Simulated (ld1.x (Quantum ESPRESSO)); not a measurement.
Which setting gave this result? (mercury, PAW)

Base potential:

mercury (Hg), PAW, made with ld1.x (Quantum ESPRESSO) 7.5 (PBEsol, non-relativistic). Core [Kr] 4d10 4f14 5s2, reference 5p6 5d10 6s1 6p0 (charge +1). Waves: 6s (bound): rcut 2.45, rcutus 2.70 bohr; 6s channel at -0.1 Ry: rcut 2.45, rcutus 2.70 bohr; 5p (bound): rcut 1.85, rcutus 2.00 bohr; 6p (bound, empty): rcut 1.85, rcutus 2.00 bohr; 5d (bound): rcut 1.30, rcutus 1.75 bohr; 5d channel at 1.5 Ry: rcut 1.30, rcutus 1.75 bohr. Local part: all-electron potential smoothed inside 1.65 bohr (lloc = -1). Core correction: Bessel-smoothed model core inside 1.40 bohr. Augmentation charge: BG, radius 0.95 bohr.

Cutoffs, loose and tight: the cutoffs (Ry, on a coarse ladder) from which the occupation-weighted sum of valence levels, in a spherical-Bessel basis at the reference potential, stays within 10 and 1 mRy of its value at 400 Ry. They do not see the model core or the augmentation charge, which bear on the density cutoff. Test errors are all-electron minus pseudo excitation energies from the reference, over the configurations 5p6 5d10 6s2 6p0; 5p6 5d10 6s0 6p0; 5p6 5d9 6s0 6p0; 5p6 5d8 6s0 6p0; 5p6 5d10 6s0 6p1; 5p6 5d10 6s1 6p1; 5p5 5d10 6s2 6p0; variants that change the core or the reference have their own tests.

A file whose overlap is not positive is unfit for use, and its test errors describe a broken file.

Only the scale of all radii but the core radius (base = 1) is moved (4 further runs of the sweep failed or gave no value and are left out):

| scale of all radii but the core radius (base = 1) | cutoff, loose | cutoff, tight | bound ghosts | largest test error (meV) |
| --- | --- | --- | --- | --- |
| 1.07 | 35 Ry | 50 Ry | s | -198 |
| 1.15 | 30 Ry | 45 Ry | s | -674 over the solved tests; 2 of 7 tests not solved or not reliable |
| 1.31 | 21 Ry | 35 Ry | s | -826 over the solved tests; 2 of 7 tests not solved or not reliable |
| 1.4 | 18 Ry | 30 Ry | none | test run stopped at test 1 of 7 (negative rho) |

Question: One more run gave cutoff, loose: 25 Ry; cutoff, tight: 40 Ry; bound ghosts: s; largest test error (meV): -568 over the solved tests; 2 of 7 tests not solved or not reliable. Which value of the scale of all radii but the core radius (base = 1) was used?

Answer: 1.23. The loose cutoff moves one way along this sweep, from 35 Ry at 1.07 to 18 Ry at 1.4, which places the run between 1.15 and 1.31.
